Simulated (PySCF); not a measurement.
Compound: C₈H₁₁P.
Atom-mapped SMILES: `[CH:1]1=[CH:2][P:3]([CH:4]2[CH2:5][CH2:6]2)[CH:7]=[CH:8][CH2:9]1`

Cartesian coordinates in Å at the GFN2-xTB level; atoms count from 1:
```
atom  x, y, z in Å
C1    -1.903    0.541   -1.649
C2    -0.599    0.305   -1.654
P3     0.183   -0.845   -0.489
C4     1.586    0.226    0.040
C5     2.916    0.035   -0.630
C6     2.726   -0.410    0.782
C7    -0.944   -0.501    0.891
C8    -2.223   -0.206    0.703
C9    -2.850   -0.062   -0.653
H10   -2.345    1.212   -2.375
H11    0.057    0.753   -2.389
H12    1.306    1.237    0.321
H13    2.996   -0.728   -1.392
H14    3.522    0.908   -0.822
H15    2.678   -1.472    0.975
H16    3.199    0.155    1.572
H17   -0.524   -0.600    1.883
H18   -2.879   -0.033    1.547
H19   -3.752    0.548   -0.583
H20   -3.157   -1.053   -1.010
```

NICS is the negative of the GIAO shielding at a point without a nucleus: at the ring centre (0) and 1 Å above and below it (1); zz is the component along the ring normal. Level: GIAO PBE0/pcSseg-1 (PySCF, non-relativistic, gas phase) on the GFN2-xTB geometry, one conformer.

Ring bond lengths (Å), with Mayer bond orders in brackets: C1–C2 1.326 (1.91), C2–P3 1.815 (0.94), P3–C7 1.814 (0.94), C7–C8 1.326 (1.91), C8–C9 1.501 (1.05), C9–C1 1.501 (1.05); C4–C5 1.502 (0.94), C5–C6 1.492 (0.99), C6–C4 1.502 (0.94).

**Question.** Give the NICS values of each ring in ppm.

**Answer.** 
| ring | type | NICS(0) | NICS(1), two faces | NICS(1)zz, two faces | rms pucker (Å) | centre to ring atoms, mean (Å) |
| --- | --- | --- | --- | --- | --- | --- |
| C1–C2–P3–C7–C8–C9 | 6-membered ring with P; formal bonds 2 double, 4 single | -2.1 | -4.7 / -2.2 | -4.0 / -1.3 | 0.23 | 1.51 |
| C4–C5–C6 | 3-membered carbocycle; formal bonds all single | -44.1 | -8.3 / -8.7 | -21.5 / -24.2 | 0.00 | 0.87 |

**Question.** What do they say, and how far can they be read as aromaticity?

**Answer.** 
- C1–C2–P3–C7–C8–C9: mean NICS(1)zz -2.6 ppm, near zero. C9 has four or more neighbours, so the value isn't read as a sign of a π ring current.
- C4–C5–C6: mean NICS(1)zz -22.9 ppm, shielded. C4, C5, C6 have four or more neighbours, so the value isn't read as a sign of a π ring current. NICS(0) lies 36 ppm below the mean NICS(1).

**Question.** What field does 9.4 T along the ring normal induce along that normal at the first NICS(1) probe listed for ring C4–C5–C6, 1 Å off the ring?

**Answer.** NICSzz × B0 = -21.5 ppm × 9.4 T = -202 μT, against the applied field.

**Question.** What are the shieldings of the ring atoms and their hydrogens in the same run (means over atoms taken as equivalent)?

**Answer.** 
```json
{"atoms": "C1 (×2)", "environment": "alkene CH carbon", "σ isotropic (ppm)": "52.1", "principal values of the symmetric part, first atom (ppm)": "-59.5, 48.9, 166.9"}
{"atoms": "C2 (×2)", "environment": "alkene CH carbon", "σ isotropic (ppm)": "48.7", "principal values of the symmetric part, first atom (ppm)": "-62.2, 51.9, 156.4"}
{"atoms": "P3", "environment": "phosphine phosphorus", "σ isotropic (ppm)": "374.7", "principal values of the symmetric part, first atom (ppm)": "285.6, 337.1, 501.3"}
{"atoms": "C4", "environment": "sp3 carbon bound to phosphorus", "σ isotropic (ppm)": "173.4", "principal values of the symmetric part, first atom (ppm)": "141.1, 160.7, 218.4"}
{"atoms": "C5 (×2)", "environment": "three-membered-ring carbon", "σ isotropic (ppm)": "181.6", "principal values of the symmetric part, first atom (ppm)": "151.3, 179.3, 214.2"}
{"atoms": "C9", "environment": "allylic carbon", "σ isotropic (ppm)": "153.7", "principal values of the symmetric part, first atom (ppm)": "135.9, 160.8, 164.5"}
{"atoms": "H10 (×2)", "environment": "vinylic hydrogen", "σ isotropic (ppm)": "25.28", "principal values of the symmetric part, first atom (ppm)": "22.3, 25.3, 28.3"}
{"atoms": "H11 (×2)", "environment": "vinylic hydrogen", "σ isotropic (ppm)": "25.06", "principal values of the symmetric part, first atom (ppm)": "22.7, 23.9, 28.6"}
{"atoms": "H12", "environment": "methine hydrogen", "σ isotropic (ppm)": "30.87", "principal values of the symmetric part, first atom (ppm)": "23.9, 29.5, 39.3"}
{"atoms": "H13 (×2)", "environment": "methylene hydrogen", "σ isotropic (ppm)": "31.16", "principal values of the symmetric part, first atom (ppm)": "25.4, 28.4, 39.7"}
{"atoms": "H14 (×2)", "environment": "methylene hydrogen", "σ isotropic (ppm)": "30.92", "principal values of the symmetric part, first atom (ppm)": "25.3, 26.1, 41.4"}
{"atoms": "H19 (×2)", "environment": "methylene hydrogen", "σ isotropic (ppm)": "28.87", "principal values of the symmetric part, first atom (ppm)": "23.7, 27.7, 34.3"}
```
